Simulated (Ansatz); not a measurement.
The cluster In₂As⁺, relaxed as a singlet with RKS r2SCAN-D4/def2-TZVP in Ansatz, starting from the GFN1-xTB geometry. Force threshold 0.02 eV/Å.

In the def2 sets In takes a core potential; there is no spin–orbit coupling. The restricted singlet is unstable: a solution with broken spin symmetry lies lower. An occupied level of the charge 1 singlet lies above an empty one (by up to 0.16 eV), so this SCF solution is probably not the lowest. At r2SCAN-D4/def2-TZVP a triplet of charge 1 lies 0.84 eV below the restricted singlet, each at its own geometry. The structure comes from a short search, and lower isomers may exist.

Start:

```
atom   x (Å)   y (Å)   z (Å)
 In1   1.924   0.767  -1.477
 In2  -1.923  -0.764   1.477
 As3   0.000  -0.003   0.000
```

(1) Estimate the energy that the relaxation releases and the steps that it takes.

(2) Does the start keep its bonding and symmetry?

(3) Predict the relaxed structure.

## Answers

(1) 0.14 eV, in 19 steps; 18 s on 4 threads of Intel Xeon 6975P-C on a shared host. The force fell under the threshold at step 4, but the optimiser went on and released 0.081 eV more. No frequencies were taken in this run, so the end may be a saddle point.

(2) By distances, no bond broke or formed. The bond that changes most is In1–As3, from 2.54 to 2.50 Å (atoms count from 1). Point group D∞h at the start, C2v at the end, both within 0.05 Å.

(3) 
```xyz
3

In    1.534    1.058   -1.083
In   -1.655   -0.210    1.366
As    0.121   -0.848   -0.283
```
Bond lengths (bridged metal pairs left out): 2 × As–In 2.50 to 2.51 Å.
